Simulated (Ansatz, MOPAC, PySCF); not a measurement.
Isomers of C3H4: 1 is C#CC, 2 is C=C=C; one conformer of each (the lowest of an xTB search), B3LYP-D3(BJ)/def2-TZVP minima.
Isomer 1 (charge 0, multiplicity 1):
```xyz
7

C      1.697    -0.134     0.014
C      0.502    -0.039    -0.018
C     -0.947     0.075    -0.057
H      2.755    -0.217     0.042
H     -1.401    -0.434     0.796
H     -1.349    -0.372    -0.969
H     -1.257     1.121    -0.030
```
Isomer 2 (charge 0, multiplicity 1):
```
atom    x (Å)    y (Å)    z (Å)
----  -------  -------  -------
C      1.2999   0.0089   0.0227
C      0.0000   0.0000   0.0000
C     -1.2999  -0.0089  -0.0227
H      1.8682   0.7277  -0.5563
H      1.8574  -0.7022   0.6214
H     -1.8463  -0.6016  -0.7474
H     -1.8793   0.5761   0.6823
```

No zero-point or thermal terms.

Frozen-core correlation. The state that AM1 reach isn't checked.

Programs: Ansatz (Gaussian orbitals); MOPAC for AM1 (differences of heats of formation); PySCF for the dispersion terms. Each number belongs to the level named beside it.

```tsv
level	electronic energy of isomer 2 less that of isomer 1 (kJ/mol)
AM1	7.3
revPBE/def2-TZVPP	-12.7
r2SCAN-D4/def2-TZVPP	-10.6
B3LYP/def2-TZVPP	-8.3
B3LYP-D4/def2-TZVPP	-8.7
PBE0/def2-TZVPP	-7.3
B2PLYP-D3(BJ)/def2-TZVPP	2.6
MP2/cc-pVTZ	19.1
CCSD(T)/cc-pVDZ	…
```

Some entries are withheld; supply them.


- CCSD(T)/cc-pVDZ, electronic energy of isomer 2 less that of isomer 1 (kJ/mol): 2.2

Ansatz is an electronic-structure program.
